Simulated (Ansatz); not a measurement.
Several settings on one geometry of TiSe₂⁺ (that of the charge 1 doublet, PBE0-D4/def2-TZVP). Ansatz on 4 threads of Arm Neoverse V1 on a shared host; times are rough.

```xyz
3

Ti    0.2273   -0.4369   -0.9169
Se   -1.5551    0.5502   -0.0567
Se    1.3279   -0.1133    0.9736
```

Totals from different functionals, basis sets or treatments of relativity can't be compared as stabilities.

The 6-31G sets use Cartesian d functions.

At PBE0-D4/def2-TZVP a quartet lies 0.36 eV below the doublet of charge 1, at its own geometry.

Give the basis size and estimate the energy, ⟨S²⟩ and time of these runs.

```
run                        method  charge    state                                                           further keys
  1  UKS CAM-B3LYP-D4/aug-cc-pVDZ       1  doublet                     pseudopotentials: {relativity: none}; forces asked
  2        UKS PBE0-D3(BJ)/6-31G*       1  doublet                                                           forces asked
  3           UKS revPBE0/cc-pVDZ       1  doublet  point_charges: [{charge: 0.50, position_ang: [4.704, -0.161, 0.064]}]
```


```
run  functions  energy (Eh)  ⟨S²⟩  wall time
  1        131   -5652.5486  1.01       20 s
  2        106   -5650.9084  0.93        7 s
  3         97   -5651.7957  0.96        8 s
```

At UKS CAM-B3LYP-D4/aug-cc-pVDZ, UKS PBE0-D3(BJ)/6-31G*, UKS revPBE0/cc-pVDZ the charge 1 doublet is spin-contaminated (final ⟨S²⟩ up to 1.01, 0.75 for a pure state).
